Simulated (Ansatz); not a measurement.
Start from `CC(C)(C)[O][Cu]` and change one atom or group to get `[CH3][Cd][O]C(C)(C)C`.

Ansatz, PBE0-D4/def2-TZVP geometries, multiplicity 1. Each molecule was computed in one conformer, which needn't be the lowest.

Elements past krypton have def2 core potentials. Scalar relativity is left out up to krypton.

| property | `CC(C)(C)[O][Cu]` |
| --- | --- |
| HOMO–LUMO gap (PBE/def2-TZVPP) / eV | 1.45 |
| LUMO energy (B3LYP/def2-TZVPP) / eV | -2.89 |
| HOMO–LUMO gap (PBE0/def2-TZVPP) / eV | 3.76 |
| size of the dipole moment (PBE/def2-TZVPP) / D | 2.50 |
| LUMO energy (PBE/def2-TZVPP) / eV | -3.44 |
| size of the dipole moment (ωB97M-V/def2-TZVPP) / D | 3.94 |

(1) Give the same properties after the change, and the shifts. (Best estimate.)

Answers

(1) The calculation gave: 
| property | `[CH3][Cd][O]C(C)(C)C` | shift |
| --- | --- | --- |
| HOMO–LUMO gap (PBE/def2-TZVPP) / eV | 4.18 | 2.73 |
| LUMO energy (B3LYP/def2-TZVPP) / eV | -0.67 | 2.22 |
| HOMO–LUMO gap (PBE0/def2-TZVPP) / eV | 6.43 | 2.67 |
| size of the dipole moment (PBE/def2-TZVPP) / D | 1.58 | -0.92 |
| LUMO energy (PBE/def2-TZVPP) / eV | -1.18 | 2.26 |
| size of the dipole moment (ωB97M-V/def2-TZVPP) / D | 1.66 | -2.28 |

With PBE0 the HOMO falls by 0.55 eV and the LUMO rises by 2.12 eV, so the gap widens by about 2.67 eV. PBE moves the HOMO by -0.47 eV and ωB97M-V by -0.60 eV. Dipoles are sizes alone; their direction can turn.

B3LYP here is the variant with VWN-RPA as its local correlation; programs differ in this.
